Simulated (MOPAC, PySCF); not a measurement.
C₅H₉B, SMILES `B/C(C=C)=C\C`, neutral singlet in the gas phase. 

Cartesian coordinates (Å):
```xyz
15

B     -0.1021     0.7479     1.3818
C     -0.1738     0.0339     0.0232
C     -1.4546    -0.1681    -0.6827
C     -2.6583     0.2192    -0.2843
C      0.9324    -0.4421    -0.5862
C      2.3491    -0.3964    -0.1405
H     -1.0807     1.1643     1.9157
H      0.9340     0.9060     1.9422
H     -1.3792    -0.6938    -1.6319
H     -2.8173     0.7459     0.6460
H     -3.5312     0.0156    -0.8893
H      0.7943    -0.9370    -1.5478
H      2.4821     0.0909     0.8192
H      2.7503    -1.4113    -0.0789
H      2.9549     0.1250    -0.8864
```
Charge 0, spin multiplicity 1.

All levels are single points at this geometry (CAM-B3LYP-D3(BJ)/def2-TZVP); Pople sets use spherical d functions. Orbital energies aren't observables, and empty levels follow the basis.

| level | HOMO (eV) | LUMO (eV) | gap (eV) | dipole (D) | vertical IE, Delta-SCF (eV) |
|---|---|---|---|---|---|
| CAM-B3LYP-D3(BJ)/def2-TZVP in PySCF | -7.94 | -0.84 | 7.11 | 1.65 | 8.67 |
| PBE-D3(BJ)/def2-TZVP in PySCF | -5.81 | -2.89 | 2.92 | 1.73 | 8.61 |
| TPSSh-D3(BJ)/def2-TZVP in PySCF | -6.15 | -2.32 | 3.84 | 1.66 | 8.51 |
| B3LYP/6-311+G** in PySCF | -6.55 | -2.15 | 4.39 | 1.68 | – |
| B3LYP/6-31G* in PySCF | -6.23 | -1.75 | 4.48 | 1.63 | 8.41 |
| M06-2X/6-31G* in PySCF | -7.59 | -0.70 | 6.89 | 1.52 | – |
| PBE/6-31G* in PySCF | -5.50 | -2.55 | 2.95 | 1.70 | 8.41 |
| SVWN5/6-31G* in PySCF | -5.66 | -2.79 | 2.87 | 1.78 | 8.63 |
| HF/3-21G in PySCF | -8.59 | 2.06 | 10.65 | 1.70 | – |
| AM1 in MOPAC | -9.21 | 0.07 | 9.29 | 1.19 | – |
| PM3 in MOPAC | -9.40 | -0.60 | 8.80 | 1.87 | – |
| PM6 in MOPAC | -9.26 | -0.46 | 8.80 | 1.76 | – |
| PM7 in MOPAC | -9.30 | -0.77 | 8.53 | 1.60 | – |
